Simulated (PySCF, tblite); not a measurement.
A database entry of computed molecular properties. Lists by class give the value and the number of equivalent atoms.

```json
{
 "formula": "C5H6ClFO2",
 "smiles": "CC(=O)O/C=C(\\F)CCl",
 "charge": 0,
 "multiplicity": 1,
 "geometry_level": "GFN2-xTB",
 "atoms_angstrom": [
  ["C", -3.094, -0.042, 0.1],
  ["C", -1.742, 0.232, -0.485],
  ["O", -1.512, 0.758, -1.537],
  ["O", -0.77, -0.193, 0.363],
  ["C", 0.528, 0.034, 0.011],
  ["C", 1.556, -0.384, 0.744],
  ["F", 1.351, -1.064, 1.891],
  ["C", 2.985, -0.129, 0.431],
  ["Cl", 3.493, 1.466, 1.104],
  ["H", -3.109, -1.023, 0.566],
  ["H", -3.851, 0.03, -0.675],
  ["H", -3.298, 0.703, 0.868],
  ["H", 0.679, 0.577, -0.913],
  ["H", 3.159, -0.08, -0.642],
  ["H", 3.62, -0.879, 0.9]
 ],
 "electronic_structure_code": "PySCF",
 "results": {
  "GFN2-xTB geometry": {
   "point_group": "C1",
   "rotational_constants_GHz": [2.922, 0.573, 0.516]
  },
  "PBE0/def2-SVPD ground state and vertical TDDFT (core frozen in the response)": {
   "dipole_D": 1.96,
   "homo_eV": -7.45,
   "lumo_eV": -1.14,
   "S1_eV": 5.64,
   "strongest_line_of_6_singlets_eV": 5.64,
   "T1_tda_eV": 3.81,
   "polarisability_au": 87.7,
   "r2_bohr2_about_centre_of_nuclear_charge": 2052.2,
   "singlets_eV_and_f": [
    [5.64, 0.44],
    [5.74, 0.003],
    [6.36, 0.008],
    [6.41, 0.017],
    [6.55, 0.003],
    [6.74, 0.064]
   ],
   "triplets_tda_eV": [3.81, 5.25]
  },
  "PBE0/pcSseg-1 ground state and GIAO shieldings, non-relativistic": {
   "shift_vs_computed_TMS_C_by_class_ppm": [
    [171.8, 1],
    [156.6, 1],
    [129.0, 1],
    [48.9, 1],
    [22.6, 1]
   ],
   "shift_vs_computed_TMS_H_by_class_ppm": [
    [7.57, 1],
    [4.32, 2],
    [2.25, 3]
   ],
   "shielding_other_nuclei_by_class_ppm": [
    ["O", -109.1, 1],
    ["O", 95.9, 1],
    ["F", 297.4, 1],
    ["Cl", 776.0, 1]
   ],
   "charges_hirshfeld_e_by_atom": [-0.12, 0.23, -0.25, -0.08, 0.0, 0.06, -0.08, -0.04, -0.08, 0.06, 0.06, 0.07, 0.05, 0.06, 0.06]
  },
  "GFN2-xTB harmonic vibrations, gas phase": {
   "strongest_ir_bands_cm-1_km_per_mol_modes": [
    [932.6, 111.0, 1],
    [1092.3, 84.7, 1],
    [1153.2, 630.0, 1],
    [1186.6, 134.6, 1],
    [1711.7, 64.5, 1],
    [1792.3, 438.6, 1]
   ],
   "zpe_kcal_per_mol": 64.0
  }
 }
}
```

With B = h/(8π²I), that is 505.379 GHz u Å² over I, the principal moments of inertia are 173.0, 881.5 and 979.1 u Å² (most abundant isotopes); the inertial defect Ic − Ia − Ib is -75.4 u Å² (zero for a rigid planar frame, negative otherwise). The zero-point energy, half the sum of the 39 harmonic wavenumbers, equals 22390 cm⁻¹ or 268 kJ/mol. The dipole matches unit charges of opposite sign 0.41 Å apart (1 e·Å = 4.8032 D).

One conformer (not necessarily the lowest) at the GFN2-xTB geometry, without solvent or vibrations. NMR classes are plain means over equivalent atoms (diastereotopic ones count apart unless rotation or inversion swaps them), as if these changed places fast; in this geometry the members of some classes differ.

For the TDDFT job (PBE0/def2-SVPD), the run took 45 s of wall time on one thread of an Intel Xeon Platinum 8488C, shared host with 48 logical CPUs at a one-minute load of 4.3, and the process peaked at 0.95 GiB of memory.

The values belong to the conformer `[CH3:1][C:2](=[O:3])[O:4]/[CH:5]=[C:6](\[F:7])[CH2:8][Cl:9]`: C1–C2–O4–C5 -177°, C2–O4–C5–C6 -178°, C5–C6–C8–Cl9 86°.
